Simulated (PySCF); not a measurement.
SMILES c1csc(c1)-c1ccc(s1)-c1cccs1 at its GFN2-xTB optimised geometry (Å):

```
23

C      1.2932    -4.7610     0.0033
C      2.6516    -4.7301     0.0033
S      3.2665    -3.1253     0.0032
C      1.6518    -2.4704     0.0023
C      1.4358    -1.0615     0.0016
C      2.3718    -0.0561     0.0015
C      1.8118     1.2257     0.0009
C      0.4382     1.2222     0.0005
C     -0.4486     2.3381     0.0000
C     -1.8202     2.3381     0.0000
C     -2.3725     3.6318    -0.0006
C     -1.4266     4.6074    -0.0010
S      0.1686     3.9676     0.0000
S     -0.1785    -0.4070     0.0018
C      0.7196    -3.4765     0.0027
H      0.7193    -5.6703     0.0038
H      3.3386    -5.5527     0.0037
H      3.4296    -0.2517     0.0019
H      2.3869     2.1348     0.0008
H     -2.4005     1.4326     0.0004
H     -3.4296     3.8289    -0.0006
H     -1.5631     5.6703    -0.0014
H     -0.3391    -3.2867     0.0026
```

Method: PBE/def2-SVP (PySCF).

Map of the electrostatic potential (hartree/e), clipped to [-0.08, 0.12] on the plane z = 0.8 Å:

```
|0000000000000000000000000000000|
|0000000000111110000000000000000|
|0000000001111111000000000000000|
|0000000001123211000000000000000|
|0000000001135421100000000000000|
|0000000111138644200000000000000|
|0000001111269999920000000000000|
|0000001234799999980000000000000|
|0000011247998899991000000000000|
|0000001124997799962111000000000|
|0000000112599999632332100000000|
|0000000011499999744652100000000|
|0000000012476589989941100000000|
|0000000012442369999951110000000|
|0000000011222599979993211000000|
|0000000001112999988996421000000|
|0000000000001999999995421000000|
|0000000000000499999842210000000|
|0000000000000146699743200000000|
|0000000000000122499989610000000|
|0000000000001233599999940000000|
|0000000000001257999999971000000|
|0000000000001237997899951000000|
|0000000000001112799999631000000|
|0000000000000111699999421100000|
|0000000000000012598597421100000|
|0000000000000012542125421100000|
|0000000000000012221112211100000|
|0000000000000011111111111000000|
|0000000000000000100001110000000|
|0000000000000000000000000000000|
```
Scale: ten equal steps from -0.003 (start of '0') to 0.120 (end of '9'), in the order '0123456789'; x runs from -8.00 to 8.00, y from -8.00 (bottom) to 8.00 (top).
